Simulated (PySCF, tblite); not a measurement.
Isomers of C5H4N2OS, one GFN2-xTB conformer each. Single-point energies are computed at PBE0/pcSseg-1 (PySCF, gas phase, no added dispersion term), electronic only.

```csv
SMILES,GFN2-xTB relative energy (kcal/mol)
C#Cc1snnc1OC,14.1
C=Cc1nnc(C=O)s1,0.0
```

Conformers: `[CH:1]#[C:2][c:3]1[s:4][n:5][n:6][c:7]1[O:8][CH3:9]` with N6–C7–O8–C9 0°; `[CH2:1]=[CH:2][c:3]1[n:4][n:5][c:6]([CH:7]=[O:8])[s:9]1` with C1–C2–C3–N4 0°, N5–C6–C7–O8 180°.

Question: What does PBE0/pcSseg-1 give for the same structures?

Answer: 
```json
{"SMILES": "C=Cc1nnc(C=O)s1", "PBE0/pcSseg-1 E (Eh)": "-775.16674", "PBE0/pcSseg-1 (kcal/mol)": "0.0", "GFN2-xTB (kcal/mol)": "0.0", "point group": "Cs"}
{"SMILES": "C#Cc1snnc1OC", "PBE0/pcSseg-1 E (Eh)": "-775.09878", "PBE0/pcSseg-1 (kcal/mol)": "42.6", "GFN2-xTB (kcal/mol)": "14.1", "point group": "Cs"}
```

Both levels put the same isomer lowest. As drawn, the lower has a C=O bond and a C=C bond outside aromatic rings, which the higher lacks; the higher has a C≡C bond, which the lower lacks.

Question: Which frontier levels, dipoles and rotational constants go with these structures?

Answer: 
```csv
SMILES,"HOMO (eV, PBE0/pcSseg-1)",LUMO (eV),dipole (D),"A, B, C (MHz)"
C=Cc1nnc(C=O)s1,-7.77,-2.96,3.33,"4673, 861.9, 727.7"
C#Cc1snnc1OC,-6.94,-2.13,2.00,"1850, 1455, 818.5"
```

Question: What happens when harmonic zero-point energies from GFN2-xTB frequencies are added?

Answer: 
```tsv
SMILES	ZPE (kcal/mol)	electronic (kcal/mol)	with ZPE (kcal/mol)
C=Cc1nnc(C=O)s1	51.7	0.0	0.0
C#Cc1snnc1OC	51.4	42.6	42.4
```

The zero-point energies span 0.3 kcal/mol. The order is unchanged.
